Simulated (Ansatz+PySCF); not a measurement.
Values are calculated unless marked as measured or tabulated.
# Several solutions for sextet FeCl

```xyz
2

Fe    0.0000    0.0000    0.0000
Cl    0.0000    0.0000    2.2630
```

Basis set: def2-SVP (spherical functions). Charge 0, multiplicity 6.

ROHF was run from several starts with Ansatz (development build ahead of 0.2.0) and PySCF 2.14.0.

| run | program | start | converged | energy (hartree) | <S²> |
| --- | --- | --- | --- | --- | --- |
| A | Ansatz | search for the lowest state | yes | -1721.68353 | 8.75 |
| B | Ansatz | stability test followed | yes | -1721.68353 | 8.75 |
| C | Ansatz | atomic start, no search | yes | -1721.68353 | 8.75 |
| D | PySCF | program defaults | yes | -1721.51117 | 8.75 |

Q: Which runs reached the lowest solution of this kind, and what is wrong with the others?

A: A, B, C reached the lowest solution found. Converged but too high: D by 4.69 eV. Convergence only shows a stationary point, and even a stable one can lie too high; stability tests and further starts are what find lower ones. Caution: other spin multiplicities were not run.
